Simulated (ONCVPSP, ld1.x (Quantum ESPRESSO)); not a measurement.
**Hardness and transferability of assorted potentials**

Generated with ld1.x 7.5 (TM, RRKJ, ultrasoft, PAW), atompaw 4.2 or ONCVPSP 4.0.1. The cutoff is in Ry: for ld1.x and atompaw files where the sum of valence levels is converged to 10 mRy in a Bessel basis, for ONCV files where the hardest occupied wave has 1 mHa per electron of residual kinetic energy. The error is the largest all-electron minus pseudo excitation energy over each file’s own four to seven test configurations (ionisations up to +4, promotions, holes and added fractions of an electron), all of which were solved. The labels leave out finer settings (local radius, basis sizes, second energies), which also bear on the numbers. Spin-polarised tests are not counted. The rows are a selection from randomly drawn settings: files with unsolved tests, undetermined cutoffs or missed reference levels are left out.

A true bound ghost makes a file unfit for plane-wave use even where its test errors are small: the radial tests pick states by their node count and pass the ghost by.

```csv
element,potential,cutoff (Ry),largest error (meV),bound ghosts
P,"ONCV, LDA (Perdew-Zunger), non-relativistic, rc 1.40/1.85 (sp), local smoothed, core correction no, reference 3s2 3p2, qcut 4.6/4.8, projectors 2/1",20,+91,none
P,"ONCV, PBEsol, fully relativistic, rc 0.70/1.05/0.70 (spd), local d, core correction no, reference 2s2 2p6 3s2 3p2.5, qcut 17.7/14/13.1, projectors 2/3/0",206,+11,none
V,"ONCV, LDA (Perdew-Zunger), scalar-relativistic, rc 2.75/2.85/1.35 (spd), local smoothed, core correction yes, reference 3d3 4s2, qcut 2.5/2.3/11.5, projectors 2/3/1",104,-656,none
Pb,"ultrasoft, LDA (PZ), scalar-relativistic, rc 2.25/2.15/1.30 (spd), local smoothed, core correction yes, reference 5d10 6s2 6p2",70,-59,none
```

Problem. Fill in the row for Ga: ONCV, LDA (Perdew-Zunger), scalar-relativistic, rc 0.95/1.10/0.90 (spd), local smoothed, core correction yes, reference 3s2 3p6 3d10 4s2 4p0.5, qcut 15.1/10.9/16.5, projectors 2/2/2.

Solution. cutoff 220 Ry, largest error -19 meV, bound ghosts: none.

Problem. Fill in the row for V: ONCV, LDA (Perdew-Wang 92), scalar-relativistic, rc 2.25/2.15/1.60 (spd), local smoothed, core correction yes, reference 3d3 4s2, qcut 2.3/4.3/9.9, projectors 2/2/2.

Solution. cutoff 77 Ry, largest error -259 meV, bound ghosts: p.
